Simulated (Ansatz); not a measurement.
Basis sets compared for the cluster Ti₂O₄⁺. Charge 1, multiplicity 2. Geometry r2SCAN-D4/def2-SVP. Ansatz on 4 threads of Arm Neoverse V2 on a shared host; times are rough, and most runs start from earlier orbitals.

```xyz
6

Ti    0.9184    2.1269    0.0715
Ti   -0.1584   -0.3595   -0.0190
O    -0.5378   -1.9891    0.5986
O     1.4400    0.5555   -0.4660
O    -1.0634   -1.7359   -0.7083
O    -0.5987    1.4021    0.5231
```

The structure holds 1 bond(s) between oxygen atoms. No other spin state of charge 1 was run. Another isomer (doublet) lies 1.14 eV lower at PBE0-D4/def2-TZVP; other spin states weren't run for this one.

| level | functions | energy (Eh) | HOMO (eV) | LUMO (eV) | wall time |
| --- | --- | --- | --- | --- | --- |
| PBE-D4/def2-SVP | 118 | -1998.5564 | -10.14 | -9.07 | 3.9 s |
| PBE0-D4/def2-SVP | 118 | -1998.5198 | -12.06 | -8.10 | 13 s |

Task: Estimate the rows for PBE-D4/def2-TZVP (with forces), PBE0-D4/def2-TZVP.

Result: 
| level | functions | energy (Eh) | HOMO (eV) | LUMO (eV) | wall time |
| --- | --- | --- | --- | --- | --- |
| PBE-D4/def2-TZVP (with forces) | 214 | -1999.1410 | -10.19 | -9.10 | 7 s |
| PBE0-D4/def2-TZVP | 214 | -1999.1087 | -11.99 | -7.96 | 25 s |
